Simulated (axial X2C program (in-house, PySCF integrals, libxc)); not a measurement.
Working with the constants of BrF⁺

A bond curve at the PBE0 level, 2c, was computed with an in-house relativistic program for diatomic molecules (basis Br dyall-cv3z [8s9p6d4f1g], F dyall-av3z [7s6p3d2f] (cores contracted in-house)) for the state Ω = 3/2 (⟨Sz⟩ = 0.50, ⟨Lz⟩ = 1.00 at PBE0). Its fit gives Re = 1.6732 Å, ωe = 811.6 cm⁻¹, ωexe = 3.53 cm⁻¹ and αe = 2.417e-03 cm⁻¹; the masses are 78.9183 and 18.9984 u. Two-component means X2C with spin–orbit coupling and atomic mean-field Coulomb and Gaunt terms.

Q: Find the reduced mass, Be and the force constant.

A: From the PBE0 values: μ = 15.3122 u. Be = 16.8576/(μ Re²) = 0.3932 cm⁻¹. k = 5.8918×10⁻⁷ μ ωe² = 5.94 mdyn/Å.

Q: A Morse curve ties αe to the other constants (Pekeris). How well does that hold?

A: αe(Morse) = 6Be²/ωe × (√(ωexe/Be) − 1) = 2.282e-03 cm⁻¹; the PBE0 curve gives 2.417e-03 cm⁻¹, a ratio of 0.94.

Q: Where do the fundamental and the first overtone lie?

A: ν(1←0) = ωe − 2ωexe = 804.5 cm⁻¹; ν(2←0) = 2ωe − 6ωexe = 1602.0 cm⁻¹.

Q: Estimate De from a Morse curve and compare with the computed well depth of 2.738 eV to Br+ + F.

A: De(Morse) = ωe²/(4ωexe) = 5.784 eV against 2.738 eV computed, a ratio of 2.11. The extrapolation overshoots: the well softens faster than a Morse curve, or the lowest atomic limit lies below the one to which the curve heads.

Q: Estimate the centrifugal constant by the Kratzer relation.

A: D = 4Be³/ωe² = 3.69e-07 cm⁻¹.

The state is a single determinant with fixed occupations, the lowest that a limited PBE0 search found. De is counted from the lowest determinant-based energies of the atoms at the same level, without counterpoise correction. Density functionals use the spin component along the axis (collinear). The 2c atoms are single determinants rather than J levels; their spin–orbit lowering is only partly caught, and De is too large by that part. This holds for PBE0. Without a current term, density functionals place determinants with orbital angular momentum somewhat too high.
